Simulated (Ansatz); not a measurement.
`CC1=CC(C(F)(F)F)=[O+][Ti-]([F])([Cl])([Cl])[O]1`. Total charge 0; spin multiplicity 1. Geometry: relaxed with PBE0-D4/def2-TZVP.

```xyz
18

C    -1.574   -0.362    2.187
C    -0.824   -0.156    0.920
C     0.546    0.021    0.898
C     1.195    0.244   -0.316
C     2.718    0.462   -0.280
F     3.317   -0.614    0.241
F     3.212    0.679   -1.482
F     3.011    1.508    0.499
O     0.656    0.291   -1.438
Ti   -1.297   -0.036   -2.045
F    -1.071    1.437   -2.949
Cl   -3.484   -0.215   -2.352
Cl   -0.619   -1.870   -3.029
O    -1.541   -0.149   -0.146
H    -2.328    0.422    2.286
H    -0.919   -0.356    3.056
H    -2.110   -1.313    2.133
H     1.112    0.009    1.817
```

Task: What is the dipole moment at ωB97M-V/def2-TZVPP? (An estimate is asked.)

Result: Ansatz gave: 5.75 D, with components (0.54, -0.25, 5.72) D in this frame, pointing from negative to positive charge.

Task: And with PBE, r2SCAN, B3LYP? (An estimate is asked.)

Result: Ansatz gave: PBE 5.57 D, r2SCAN 5.78 D, B3LYP 5.79 D.

Task: Give the Mulliken charges with ωB97M-V, r2SCAN, B3LYP in def2-TZVPP. (Estimate.)

Result: Ansatz gave: 
```
atom  ωB97M-V  r2SCAN  B3LYP
  C1    -0.26   -0.11  -0.22
  C2     0.36    0.41   0.36
  C3    -0.29   -0.35  -0.32
  C4     0.30    0.36   0.29
  C5     0.48    0.52   0.53
  F6    -0.15   -0.16  -0.17
  F7    -0.13   -0.14  -0.14
  F8    -0.15   -0.17  -0.17
  O9    -0.23   -0.26  -0.24
Ti10     0.53    0.67   0.69
 F11    -0.30   -0.31  -0.33
Cl12    -0.16   -0.21  -0.21
Cl13    -0.15   -0.20  -0.19
 O14    -0.34   -0.36  -0.35
 H15     0.13    0.08   0.12
 H16     0.10    0.06   0.09
 H17     0.14    0.09   0.12
 H18     0.12    0.09   0.13
```

B3LYP here is the variant with VWN-RPA as its local correlation; programs differ in this.
